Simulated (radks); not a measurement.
Isoelectronic series with 42 electrons, each ion in its NIST ground configuration. Calculated with a radial shooting solver on a logarithmic mesh with Libxc functionals: scalar-relativistic Kohn-Sham, PBEsol, spin-unpolarised, spherical densities, finite nucleus; Fermi nuclear charge, rms radius of each element as measured or else 0.836 A^(1/3) + 0.57 fm. Total energies (hartree) and mean radii <r> (bohr) (* marks an orbital that is empty in some or all of the ions):

ion    configuration  E (hartree)      4d    5s*      4p      4s
Mo      [Kr] 4d5 5s1  -4046.38051   2.000  3.566   1.238   1.107
Tc+     [Kr] 4d5 5s1  -4282.97755   1.671  3.017   1.172   1.058
Ru2+        [Kr] 4d6  -4527.42231   1.524  2.735   1.121   1.016
Rh3+        [Kr] 4d6  -4779.45692   1.367  2.451   1.064  0.9726
Pd4+        [Kr] 4d6  -5039.16017   1.249  2.233   1.013  0.9322
Ag5+        [Kr] 4d6  -5306.55265   1.156  2.059  0.9656  0.8945
Cd6+        [Kr] 4d6  -5581.65641   1.078  1.915  0.9227  0.8595
In7+        [Kr] 4d6  -5864.50664   1.013  1.794  0.8835  0.8270
Sn8+        [Kr] 4d6  -6155.13251  0.9562  1.689  0.8476  0.7967
Sb9+        [Kr] 4d6  -6453.57260  0.9067  1.598  0.8145  0.7684
Te10+       [Kr] 4d6  -6759.86282  0.8627  1.517  0.7840  0.7420
I11+        [Kr] 4d6  -7074.05162  0.8234  1.445  0.7557  0.7173
Cs13+       [Kr] 4d6   -7726.2858  0.7557  1.321  0.7050  0.6723
Ba14+       [Kr] 4d6   -8064.4254  0.7263  1.268  0.6821  0.6518
La15+       [Kr] 4d6   -8410.6486  0.6993  1.219  0.6608  0.6325
Ce16+       [Kr] 4d6   -8765.0046  0.6744  1.173  0.6407  0.6142
Pr17+       [Kr] 4d6   -9127.5491  0.6513  1.132  0.6218  0.5969
Nd18+       [Kr] 4d6   -9498.3362  0.6299  1.093  0.6040  0.5805

Estimate the row of Xe12+ ([Kr] 4d6).

Answer. E (hartree) -7396.17594; 4d 0.7879; 5s* 1.380; 4p 0.7294; 4s 0.6941.
